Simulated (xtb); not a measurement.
CH8Si2, SMILES [SiH3]C[SiH3]. All values are semi-empirical tight-binding results from xtb (GFN2-xTB unless named), good for trends rather than for accurate numbers. Coordinates come from a GFN2-xTB optimisation.

The point group as xtb finds it comes out as C2v. The orbital gap is 5.56 eV and the dipole moment is 0.37 D. The zero-point energy is 46.4 kcal/mol. The G − E(el) at 298.15 K (modified RRHO) is 28.4 kcal/mol, the static polarisability (D4 model) is 73.7 bohr³ and the solvation energy, GFN2-xTB/ALPB(water) is 0.9 kcal/mol. The solvation energy, GFN2-xTB/ALPB(dmso) is -2.4 kcal/mol.
